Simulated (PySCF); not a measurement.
Potential energy of BaCa along the bond

Set-up: basis Ba x2c-TZVPall, Ca x2c-TZVPall; spin-free X2C with a Gaussian nucleus; PySCF 2.14. Energies in eV from Ba + Ca in their ground configurations at the same level. State: ¹Σ⁺ (singlet), closed shell.

All columns are PBE0. A positive dipole means Ba(−)Ca(+).

| R (Å) | E (eV) | μ (D) | Mulliken charge on Ba (basis-dependent) | HOMO (eV) | LUMO (eV) | Mayer bond order | ⟨S²⟩ |
| --- | --- | --- | --- | --- | --- | --- | --- |
| 3.989 | -0.085 | -0.09 | 0.12 | -3.28 | -1.76 | 0.85 | 0.00 |
| 4.174 | -0.160 | -0.19 | 0.11 | -3.33 | -1.67 | 0.77 | 0.00 |
| 4.360 | -0.198 | -0.26 | 0.10 | -3.37 | -1.60 | 0.69 | 0.00 |
| 4.499 | -0.209 | -0.30 | 0.09 | -3.40 | -1.56 | 0.63 | 0.00 |
| 4.638 | -0.211 | -0.34 | 0.08 | -3.44 | -1.55 | 0.57 | 0.00 |
| 4.777 | -0.205 | -0.36 | 0.07 | -3.47 | -1.54 | 0.51 | 0.00 |
| 4.963 | -0.189 | -0.38 | 0.06 | -3.51 | -1.53 | 0.44 | 0.00 |
| 5.195 | -0.165 | -0.39 | 0.05 | -3.55 | -1.52 | 0.36 | 0.00 |
| 5.473 | -0.133 | -0.38 | 0.04 | -3.59 | -1.50 | 0.28 | 0.00 |
| 5.844 | -0.094 | -0.33 | 0.02 | -3.64 | -1.46 | 0.19 | 0.00 |

A fit through these points gives, at Re = 4.585 Å, μ = -0.33 D and dμ/dR = -0.224 D/Å; the reduced mass is 30.98 u.

Q: How strong is the fundamental in the double-harmonic approximation, I = 42.26·(dμ/dR)²/μred km/mol?

A: I = 42.26·(-0.224)²/30.98 = 0.0684 km/mol at PBE0.

Closed-shell solutions of metal pairs were not tested for spin polarisation, which can lower them a little. The bond is weak. Basis-set superposition, not corrected here, can be much of De in a small basis, most of all at correlated wavefunction levels. Functionals without a dispersion term scatter widely for such bonds, and LDA overbinds them. Spin–orbit coupling is left out.
